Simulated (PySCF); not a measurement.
GeH5NTe. Atoms are numbered in the order given.

```xyz
8

Te     0.3659     0.8980     0.0000
N     -1.7203     1.2461     0.0000
H     -1.9121     1.8372    -0.8230
H     -1.9121     1.8372     0.8230
Ge    -0.0835    -1.6454     0.0000
H      1.2885    -2.3755     0.0000
H     -0.8884    -2.0331     1.2674
H     -0.8884    -2.0331    -1.2674
```

Geometry: PBE-D3(BJ)/def2-SVP. The structure was generated by enumeration, and PubChem lists no compound with its InChIKey, so it may never have been made. The def2 effective core potentials stand for the cores of Te; spin–orbit coupling is left out. One conformer was computed; it need not be the lowest.

Calculation: PySCF with B3LYP/def2-TZVPD.

Mulliken values depend strongly on the basis, most of all with diffuse functions as here. ESP charges are fitted to the potential on shells at 1.4 to 2.0 van der Waals radii. Atomic charges (e):

```csv
atom,Mulliken,ESP fit
Te1,0.09,…
N2,-0.67,…
H3,0.25,0.32
H4,0.25,0.32
Ge5,0.07,…
H6,0.00,0.00
H7,0.01,0.00
H8,0.01,0.00
```

Task: Fill in the missing entries. (Estimate from the structure and the level; the computed values follow.)

Result: 
- Te1, ESP fit: -0.01
- N2, ESP fit: -0.69
- Ge5, ESP fit: 0.07
